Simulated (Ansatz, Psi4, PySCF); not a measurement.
C₃H₆Cl, doublet, geometry from GFN2-xTB. Base run: BHANDHLYP/6-31G* run with PySCF.

Input for PySCF:
```python
from pyscf import gto, scf, dft

mol = gto.M(
    atom='''
C     0.881968   -0.690356   -0.065206
C     2.334461   -0.222895   -0.008719
C    -0.045219    0.451333   -0.217277
H     0.630046   -1.249113    0.840933
H     0.771878   -1.394276   -0.906128
H     3.000275   -1.075943    0.092328
Cl   -1.689305    0.260271    0.153349
H     2.596858    0.314490   -0.916533
H     2.487241    0.439355    0.839254
H     0.204635    1.312395   -0.809565
''',
    basis='6-31g*',
    charge=0,
    spin=1,
    verbose=4,
)

mf = dft.UKS(mol)
mf.xc = 'bhandhlyp'
mf.kernel()
```

The same geometry, method and basis name were run in Ansatz (a first-principles code) and Psi4 and PySCF, at each program's defaults and at the settings that a row names. The base is PySCF at its defaults. Differences at the defaults can come from grids, fitting, cores and function types together.

| code and settings | ΔE vs base (µEh) | basis functions | E (Eh) | SCF cycles | dipole (D) |
|---|---|---|---|---|---|
| PySCF, defaults (exact integrals, its default grid, spherical functions) | 0.0 | 72 | -577.97710 | 11 | 1.68 |
| Psi4, defaults (density fitting with its default set, its default grid, Cartesian functions) | -3435 | 76 | -577.98054 | 9 | 1.68 |
| Ansatz, defaults (factorised integrals, its default grid, Cartesian functions) | -3469 | 76 | -577.98057 | - | - |
| PySCF, density fitting with def2-universal-jkfit | -15.6 | 72 | -577.97712 | 11 | 1.68 |
| PySCF, fine grid | -0.9 | 72 | -577.97711 | 11 | 1.68 |
| Psi4, exact integrals, spherical functions, fine grid | -1.0 | 72 | -577.97711 | 14 | 1.68 |
| Ansatz, high accuracy, Cartesian functions as the basis file defines them | -3470 | 76 | -577.98057 | - | - |

Open shells are given as the SCF converged; they aren't shown to be the lowest states, and a large step between rows can be another state.
